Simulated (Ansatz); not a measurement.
Basis-set extrapolation for `O[B-]1(F)OC(C(F)(F)F)=CC(C(F)(F)F)=[O+]1` (PBE0-D4/def2-TZVP geometry, frozen core, Ansatz 0.2.0). Multiplicity 1, RHF reference.

```csv
,def2-TZVPP,def2-QZVPP
HF,-1136.513726,-1136.562122
MP2 correlation,-3.283367,-3.565159
CCSD(T) correlation,-3.415910,not run
```

Energies in hartree. Use E(X) = E(∞) + A·exp(−7.88·√X) for Hartree–Fock and E(X) = E(∞) + B·X^(−2.97) for correlation, with X = 3 and 4, and add CCSD(T) minus MP2 of the smaller set to the MP2 limit.

**Question.** What is the CCSD(T) energy at the basis-set limit?

**Answer.** HF limit: -1136.562122 + (-0.048396) × 0.13774 = -1136.56879. MP2 limit: -3.565159 + (-0.281792) × 0.74074 = -3.77389. Higher-order term: -3.415910 − (-3.283367) = -0.13254. Total: -1140.47522 hartree, 342.4 kcal/mol below CCSD(T)/def2-TZVPP.
